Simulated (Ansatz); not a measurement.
A structure relaxed at B3LYP-D4/def2-SVP in Ansatz, charge 0, singlet:

```xyz
4

Hf    0.588    2.053    0.776
Hf   -0.695   -1.992   -0.843
Hf    1.025   -0.581    0.639
Si   -0.918    0.520   -0.571
```

**Question.** Give its formula and point group.

**Answer.** the cluster Hf3Si. Point group C2v (tolerance 0.1 Å).

**Question.** Summarise the bond lengths by kind (pairs closer than 1.2 times the sum of covalent radii, bridged metal pairs left out).

**Answer.** 3 × Hf–Si 2.54 Å; 2 × Hf–Hf 2.67 Å.

In the def2 sets Hf takes a core potential; there is no spin–orbit coupling. The restricted singlet is unstable towards broken spin symmetry in Hartree–Fock (as tested in another run); at B3LYP-D4/def2-SVP this wasn't settled. Another isomer (quintet) lies 1.39 eV lower at PBE0-D4/def2-TZVP; other spin states weren't run for this one.
